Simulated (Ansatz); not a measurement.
Single points on BiCl3.

```yaml
crystal:
  periodic: [false, false, false]
  atoms:
    - {symbol: Bi, position_ang: [-0.004583, 0.004860, 0.885257]}
    - {symbol: Cl, position_ang: [2.168669, -0.030630, -0.284442]}
    - {symbol: Cl, position_ang: [-1.056859, 1.890460, -0.310587]}
    - {symbol: Cl, position_ang: [-1.107227, -1.864690, -0.290228]}
basis:
  gaussian: {orbitals: def2-TZVP, initial_orbitals: start.molden}
hamiltonian: {xc: lda}
scf: {omitted_lower_state_checks: [starts]}
output: {orbitals: {seedname: orbitals}}
```

The file start.molden holds the orbitals of an earlier run on this structure, at another level or in another basis.

```sh
$ ansatz run in.yaml --threads 4 --pin off --events-out ev --progress --plain --max-ram 3916MiB
```

Shortened log:

```
Functional definition: SPW92
1128 factors; their error is unknown
mean field evaluation 1: about -43284.4172 eV, gradient 2.8e1 eV
mean field evaluation 2: about -43284.8032 eV, gradient 5.0e-1 eV
mean field evaluation 4: about -43284.7961 eV, gradient 5.8e-2 eV
mean field -43284.79610328 eV, -1590.6869173068 hartree, gradient 1.7e-5 eV, S^2 0.000000; 0 other end points of the search recorded, 0 dependent functions left out
reference -43284.79613952 eV, -1590.6869186387 hartree; 37, 37 occupied and 124, 124 virtual orbitals, 1128 factors
Total energy: -43284.79613952 eV, -1590.6869186387 hartree
Checks for a lower state left out: starts
```

Run time 0.7 s (4 threads of Arm Neoverse V2 on a shared host).

Geometry: r2SCAN-D4/def2-SVP.

In the def2 sets Bi takes a core potential; there is no spin–orbit coupling.
